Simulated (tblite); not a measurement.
C4H11GeNSi.
Bonds: C1–C2 (double), C2–C3 (double), C3–C4, C4–Ge5, Ge5–N6, N6–Si7. Hydrogens: H8, H9 on C1; H10 on C3; H11, H12 on C4; H13, H14 on Ge5; H15 on N6; H16, H17, H18 on Si7.

Computed with GFN2-xTB (tblite), gas phase: L-BFGS steps from a force-field or distance-geometry start until the largest atomic force falls under 0.01 eV/Å.

Step 9: E = -563.0276 eV
```
atom  x, y, z in Å  |  force x, y, z in eV/Å
C1      2.4537    1.7021    0.4681   -0.050  -0.217   0.000
C2      2.0184    0.4847    0.3433    0.018   0.113   0.033
C3      1.5458   -0.7223    0.2428   -0.110  -0.037  -0.083
C4      0.3578   -1.2225    1.0158    0.043   0.190  -0.213
Ge5    -1.0012   -1.6773   -0.3569   -0.322   0.017  -0.315
N6     -1.2411   -0.2158   -1.4429   -0.043  -0.135   0.029
Si7    -1.9483    1.2055   -0.7513    0.006   0.073   0.119
H8      3.3215    1.9569    1.0568   -0.047  -0.060   0.079
H9      1.9672    2.5300   -0.0266    0.034  -0.060  -0.088
H10     1.8793   -1.3776   -0.5620    0.156   0.059   0.171
H11    -0.0276   -0.4171    1.6324   -0.079   0.068   0.200
H12     0.5420   -2.0791    1.6535    0.333  -0.124   0.033
H13    -0.6100   -2.8413   -1.2583    0.049   0.159   0.073
H14    -2.3803   -1.9434    0.1814    0.005  -0.071   0.071
H15    -0.4670   -0.0305   -2.0613   -0.005  -0.013  -0.089
H16    -2.1946    2.1880   -1.8234    0.107  -0.216   0.144
H17    -1.0317    1.7462    0.2822   -0.220   0.114  -0.109
H18    -3.1926    0.7199   -0.1319    0.125   0.142  -0.055
```

Step 10: E = -563.0462 eV
```
atom  x, y, z in Å  |  force x, y, z in eV/Å
C1      2.4555    1.6955    0.4687   -0.053  -0.109   0.004
C2      2.0097    0.4846    0.3447    0.117   0.096   0.022
C3      1.5408   -0.7211    0.2391   -0.067  -0.018  -0.077
C4      0.3633   -1.2169    1.0185   -0.199   0.048  -0.263
Ge5    -1.0081   -1.6793   -0.3578   -0.184   0.062  -0.200
N6     -1.2431   -0.2196   -1.4468   -0.078  -0.046   0.097
Si7    -1.9447    1.2036   -0.7474    0.001   0.095   0.104
H8      3.3076    1.9580    1.0737    0.013  -0.085   0.090
H9      1.9813    2.5164   -0.0426   -0.019   0.054  -0.113
H10     1.8816   -1.3722   -0.5644    0.142   0.011   0.167
H11    -0.0284   -0.4214    1.6456   -0.032   0.074   0.140
H12     0.5623   -2.0740    1.6497    0.292  -0.168   0.044
H13    -0.6077   -2.8339   -1.2638    0.042   0.123   0.071
H14    -2.3860   -1.9482    0.1835    0.008  -0.066   0.055
H15    -0.4727   -0.0328   -2.0700   -0.012  -0.032  -0.065
H16    -2.1885    2.1806   -1.8277    0.109  -0.224   0.169
H17    -1.0358    1.7645    0.2901   -0.257   0.037  -0.177
H18    -3.1959    0.7227   -0.1313    0.176   0.148  -0.068
```

Step 11: E = -563.0642 eV
```
atom  x, y, z in Å  |  force x, y, z in eV/Å
C1      2.4568    1.6884    0.4696   -0.004   0.144   0.013
C2      2.0030    0.4842    0.3462    0.162   0.025   0.004
C3      1.5345   -0.7187    0.2341   -0.061  -0.017  -0.053
C4      0.3650   -1.2124    1.0189   -0.355  -0.115  -0.190
Ge5    -1.0181   -1.6806   -0.3618   -0.015   0.081  -0.005
N6     -1.2464   -0.2230   -1.4466   -0.019   0.087   0.032
Si7    -1.9406    1.2032   -0.7416    0.001   0.075   0.057
H8      3.2920    1.9581    1.0960    0.010  -0.109   0.050
H9      1.9973    2.5035   -0.0645   -0.018   0.087  -0.078
H10     1.8849   -1.3663   -0.5657    0.131  -0.049   0.152
H11    -0.0286   -0.4256    1.6618    0.028   0.015   0.024
H12     0.5890   -2.0712    1.6463    0.192  -0.102  -0.035
H13    -0.6050   -2.8235   -1.2690    0.039   0.064   0.044
H14    -2.3915   -1.9545    0.1857   -0.006  -0.063   0.040
H15    -0.4807   -0.0366   -2.0810   -0.110  -0.069   0.037
H16    -2.1797    2.1683   -1.8299    0.096  -0.177   0.137
H17    -1.0452    1.7848    0.2953   -0.232  -0.008  -0.179
H18    -3.1956    0.7283   -0.1322    0.161   0.131  -0.048
```

Step 12: E = -563.0777 eV
```
atom  x, y, z in Å  |  force x, y, z in eV/Å
C1      2.4577    1.6859    0.4704   -0.018   0.158   0.003
C2      2.0004    0.4841    0.3475    0.141  -0.053  -0.009
C3      1.5282   -0.7168    0.2295   -0.046   0.096   0.007
C4      0.3597   -1.2100    1.0154   -0.314  -0.212  -0.062
Ge5    -1.0282   -1.6797   -0.3673    0.093   0.077   0.142
N6     -1.2494   -0.2239   -1.4494   -0.076   0.139   0.076
Si7    -1.9376    1.2029   -0.7368    0.014   0.012  -0.008
H8      3.2829    1.9546    1.1075    0.049  -0.083   0.069
H9      2.0059    2.4951   -0.0763   -0.023   0.147  -0.086
H10     1.8941   -1.3642   -0.5602    0.108  -0.107   0.105
H11    -0.0298   -0.4276    1.6729    0.067  -0.064  -0.086
H12     0.6120   -2.0695    1.6405    0.058  -0.006  -0.126
H13    -0.6014   -2.8149   -1.2700    0.036   0.011   0.009
H14    -2.3957   -1.9605    0.1900   -0.015  -0.055   0.018
H15    -0.4868   -0.0397   -2.0866   -0.082  -0.062   0.022
H16    -2.1719    2.1562   -1.8268    0.070  -0.082   0.043
H17    -1.0565    1.7984    0.2947   -0.153  -0.007  -0.112
H18    -3.1924    0.7359   -0.1334    0.092   0.090  -0.007
```

**Question.** Estimate the geometry and energy of step 13. (The exact step hangs on the optimiser's Hessian estimate; all steps are aligned on step 12, rigid shifts and turns removed.)

**Answer.** E = -563.0871 eV, largest force 0.234 eV/Å
```
atom  x, y, z in Å  |  force x, y, z in eV/Å
C1      2.4574    1.6862    0.4710    0.017   0.233   0.007
C2      2.0026    0.4837    0.3483    0.075  -0.062  -0.008
C3      1.5224   -0.7134    0.2265   -0.061   0.042   0.003
C4      0.3518   -1.2133    1.0129   -0.120  -0.149   0.002
Ge5    -1.0338   -1.6782   -0.3690    0.111   0.033   0.202
N6     -1.2529   -0.2219   -1.4447    0.012   0.110  -0.021
Si7    -1.9352    1.2043   -0.7330   -0.004  -0.014  -0.050
H8      3.2753    1.9517    1.1228   -0.012  -0.065  -0.005
H9      2.0143    2.4931   -0.0922    0.033   0.077  -0.004
H10     1.8990   -1.3637   -0.5571    0.079  -0.100   0.127
H11    -0.0278   -0.4312    1.6801    0.053  -0.120  -0.139
H12     0.6298   -2.0700    1.6362   -0.041   0.038  -0.178
H13    -0.5990   -2.8074   -1.2716    0.034  -0.012  -0.007
H14    -2.3980   -1.9657    0.1915   -0.021  -0.050   0.012
H15    -0.4947   -0.0443   -2.0920   -0.141  -0.064   0.079
H16    -2.1641    2.1449   -1.8251    0.042   0.019  -0.061
H17    -1.0687    1.8088    0.2921   -0.048   0.034  -0.005
H18    -3.1871    0.7426   -0.1352   -0.009   0.048   0.045
```

The energy changes by -0.0094 eV. The first-order estimate −F·Δx gives -0.0145 eV and the mean of the old and new forces, exact on a quadratic surface, -0.0094 eV. The step makes an angle of 62° with the force vector and moves no atom by more than 0.018 Å.

What follows is the cost of the whole relaxation. The run took 0.84 s on one thread, Arm Neoverse V1 (aarch64), no GPU, on a shared host.
